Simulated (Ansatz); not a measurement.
Ansatz (a program for electronic structure) input (CCSD(T)/aug-cc-pVDZ):

Ansatz 0.2 input:
```yaml
crystal:
  periodic: [false, false, false]
  atoms:
    - {symbol: B, position_ang: [-0.85573650, -0.00493450, -0.02237294]}
    - {symbol: N, position_ang: [0.51584742, -0.10079013, 0.00863416]}
    - {symbol: H, position_ang: [-1.47797506, 1.01043132, 0.00900960]}
    - {symbol: H, position_ang: [1.13550828, 0.69831676, 0.06203764]}
    - {symbol: H, position_ang: [1.01021735, -0.97854462, -0.01962167]}
basis:
  gaussian:
    orbitals: aug-cc-pVDZ
magnetization: {spin_polarized: true, initial_magnetization: 1}
correlation: {method: ccsd_t, electrons: outside_noble_gas}
output: {forces: true}
```

Output:

```
Functional definition: HF
integrals: 0.08 GiB planned
709 factors; integrals over basis functions are off by at most 6.9e-4 eV
mean field: 0.14 GiB planned
mean field evaluation 1: about -2197.6059 eV, gradient 2.4e1 eV
mean field evaluation 2: about -2197.6055 eV, gradient 2.4e1 eV
mean field evaluation 4: about -2200.3776 eV, gradient 2.5e0 eV
mean field evaluation 8: about -2200.4705 eV, gradient 1.9e-1 eV
mean field evaluation 16: about -2200.4574 eV, gradient 7.6e-1 eV
mean field evaluation 32: about -2195.7509 eV, gradient 1.4e-1 eV
mean field -2200.47182699 eV, -80.8658481085 hartree, gradient 2.3e-6 eV, S^2 0.756614; 1 other end points of the search recorded, 0 dependent functions left out
determinant -2200.47182699 eV, -80.8658481085 hartree, with singles and doubles -2207.89784991 eV, -81.1387494173 hartree
determinant -2197.16767716 eV, -80.7444228419 hartree, with singles and doubles -2204.68864472 eV, -81.0208133017 hartree
2 core orbitals not correlated
reference -2200.47182699 eV, -80.8658481085 hartree; 6, 5 occupied and 65, 66 virtual orbitals, 709 factors
densities: 0.47 GiB planned
second order -6.78791840 eV of doubles, -0.00000000 eV of singles
coupled cluster: 0.34 GiB planned
cycle   1  -7.40420840 eV  change   -2.6e-1 eV  update   2.0e-2
cycle   2  -7.41887387 eV  change   -1.5e-2 eV  update   5.5e-3
cycle   3  -7.42064745 eV  change   -1.8e-3 eV  update   2.6e-3
cycle   4  -7.42165457 eV  change   -1.0e-3 eV  update   9.5e-4
cycle   5  -7.42190762 eV  change   -2.5e-4 eV  update   3.8e-4
cycle   6  -7.42198509 eV  change   -7.7e-5 eV  update   1.5e-4
cycle   7  -7.42201864 eV  change   -3.4e-5 eV  update   5.5e-5
cycle   8  -7.42202837 eV  change   -9.7e-6 eV  update   2.1e-5
cycle   9  -7.42202535 eV  change    3.0e-6 eV  update   7.8e-6
cycle  10  -7.42202336 eV  change    2.0e-6 eV  update   2.9e-6
cycle  11  -7.42202363 eV  change   -2.7e-7 eV  update   1.2e-6
perturbative correction -0.22424792 eV, -0.0082409591 hartree
the calculation of the forces begins
Total energy: -2208.11809854 eV, -81.1468434051 hartree
Atom 0 at    -0.855737    -0.004934    -0.022373 Å, force    -0.795054    -0.322620    -0.035659 eV/Å
Atom 1 at     0.515847    -0.100790     0.008634 Å, force     0.667297     0.005534     0.017525 eV/Å
Atom 2 at    -1.477975     1.010431     0.009010 Å, force    -0.168652     0.355322     0.012253 eV/Å
Atom 3 at     1.135508     0.698317     0.062038 Å, force     0.163070     0.275387     0.017098 eV/Å
Atom 4 at     1.010217    -0.978545    -0.019622 Å, force     0.133339    -0.313623    -0.011216 eV/Å
Dipole moment:     0.468546     0.056487     0.014765 e Å
```

It need not be the lowest isomer of its formula.
